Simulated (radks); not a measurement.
Results of a calculation; reference values are marked as such.
Species: Co19+. Configuration: [He] 2s2 2p4 (the NIST ground configuration). Level of theory: scalar-relativistic Kohn-Sham, SCAN, spin-polarised, spherical densities, finite nucleus; open shells are filled with parallel spins first; meta-GGA in the generalised Kohn-Sham scheme; Fermi nuclear charge, rms radius 3.7875 fm (a radial shooting solver on a logarithmic mesh with Libxc functionals).

Normalised radial functions P(r) = r R(r), r in bohr:

r          1s up  1s down   2p up
0.005016  1.2615   1.2631  0.0163
0.006275  1.5189   1.5208  0.0247
0.007788  1.8022   1.8044  0.0369
0.009744  2.1296   2.1322  0.0557
0.01209   2.4707   2.4737  0.0824
0.01513   2.8362   2.8396  0.1228
0.01878   3.1781   3.1819  0.1790
0.02349   3.4886   3.4925  0.2616
0.02916   3.7050   3.7090  0.3719
0.03648   3.7957   3.7992  0.5262
0.04563   3.7048   3.7075  0.7279
0.05664   3.4191   3.4203  0.9687
0.07085   2.9234   2.9234  1.2610
0.08794   2.3043   2.3016  1.5615
0.11      1.6099   1.6044  1.8524
0.1365    0.9949   0.9916  2.0572
0.1708    0.5113   0.5068  2.1243
0.212     0.2191   0.2175  2.0002
0.2652    0.0698   0.0694  1.6729
0.3318    0.0160   0.0159  1.2090
0.4118    0.0026   0.0026  0.7443
0.5152    0.0002   0.0002  0.3606
0.6395    0.0000   0.0000  0.1375
0.8       0.0000   0.0000  0.0360
0.9929    0.0000   0.0000  0.0066
1.242     0.0000   0.0000  0.0007
1.542     0.0000   0.0000  0.0000
1.929     0.0000   0.0000  0.0000

1s up: eigenvalue -8517.2 eV, 0 radial nodes, <r> = 0.0561 bohr, 90 % of the charge inside 0.100 bohr. 1s down: eigenvalue -8503.5 eV, 0 radial nodes, <r> = 0.0560 bohr, 90 % of the charge inside 0.0999 bohr. 2p up: eigenvalue -1577.7 eV, 0 radial nodes, <r> = 0.212 bohr, 90 % of the charge inside 0.343 bohr.

Empty levels of this run are not shown, since the potential may be unsettled where no density lies.
